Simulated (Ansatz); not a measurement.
`[InH2][BH][TeH]` → B• + 4 H• + In• + Te•  (atomization)

Calculated with Ansatz (gas phase, PBE0-D4/def2-TZVP geometries, no zero-point term in ΔE). CCSD(T)/CBS adds triple-zeta CCSD(T) − MP2 to the extrapolated MP2 energy (def2 sets, frozen cores). This one scheme is used for every species, atoms too. Functionals use def2-TZVPP. HSE06 is defined as in plane-wave codes. No spin–orbit coupling; open shells (•) take unrestricted orbitals. Spin–orbit coupling would lower the free atoms: a little for B; strongly for In, Te. Elements past krypton have def2 core potentials. Bonds to In, Te are less sure, by a few kJ/mol each and by 10 to 20 or more in all where they break to atoms, as the def2 sets lack core-valence functions.

`[InH2][BH][TeH]`:

Z-matrix (Å, degrees):
```
In
B 1 2.229
H 1 1.731 2 122.1
H 1 1.731 2 122.1 3 178.1
Te 2 2.102 1 124.3 3 -89.1
H 2 1.196 1 124.9 3 90.8
H 5 1.664 2 98.2 1 -0.0
```

Q: What is ΔE at CCSD(T)/CBS? (An estimate is asked.)

A: The calculation gave: +1666.6 kJ/mol.

Q: What do these levels give: PBE-D4, revPBE-D4, HSE06-D4, BLYP, PBE0, r2SCANh, r2SCAN0, CCSD/def2-SVP, CCSD/def2-TZVPP, HF/def2-QZVPP, SCS-MP2/def2-QZVPP, HF/CBS(def2)? (An estimate is asked.)

A: Ansatz gave: PBE-D4 1662.1, revPBE-D4 1619.4, HSE06-D4 1646.8, BLYP 1593.4, PBE0 1633.6, r2SCANh 1651.7, r2SCAN0 1639.5, CCSD/def2-SVP 1516.7, CCSD/def2-TZVPP 1591.5, HF/def2-QZVPP 1176.1, SCS-MP2/def2-QZVPP 1634.3, HF/CBS(def2) 1176.4 kJ/mol.

Largest T1 diagnostic among the species: 0.016.

The D4 term adds +25.7 kJ/mol with B3LYP and +13.3 kJ/mol with PBE0; it sums over pairs of atoms, weighted by their polarisabilities, and B3LYP, whose exchange is more repulsive, gets the larger term. Leaving LDA and LC-ωPBE aside and taking each functional with its dispersion term where it has one, the values, not all of them listed here, spread over 65.3 kJ/mol, from BHLYP-D4 to B97M-V. LDA lies +255.2 kJ/mol from PBE without D4, its usual overbinding.

B3LYP here is the variant with VWN-RPA as its local correlation; programs differ in this.

For atomizations the MP2-based limit and the directly extrapolated one differ by several kJ/mol either way, and by 10 to 25 for some Ge, Se and Sn compounds, so smaller differences from it don't rank the levels.
